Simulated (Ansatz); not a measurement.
`[CH3][AlH][TeH]` at its PBE0-D4/def2-TZVP geometry, where that method's forces vanish. The species carries charge 0 and has multiplicity 1. Te: def2 effective core potential.

```xyz
8

C    -1.3164   -0.5213   -0.3115
Al    0.3363    0.4872   -0.1054
Te    2.2098   -0.5318    1.2608
H    -2.1644    0.0487    0.0826
H    -1.2939   -1.4872    0.1974
H    -1.5246   -0.7022   -1.3713
H     0.5818    1.9162   -0.7444
H     3.1714    0.7906    0.9919
```

(1) What forces (eV/Å) does PBE-D4/def2-TZVPP give on these atoms in Ansatz? (An estimate is asked.)

Results:

(1) The calculation gave: 
```
C1   0.054  0.017  0.015
Al2  0.021  0.059 -0.021
Te3 -0.029 -0.274  0.130
H4  -0.156  0.102  0.070
H5  -0.003 -0.182  0.092
H6  -0.041 -0.034 -0.193
H7   0.017  0.108 -0.049
H8   0.137  0.203 -0.045
```
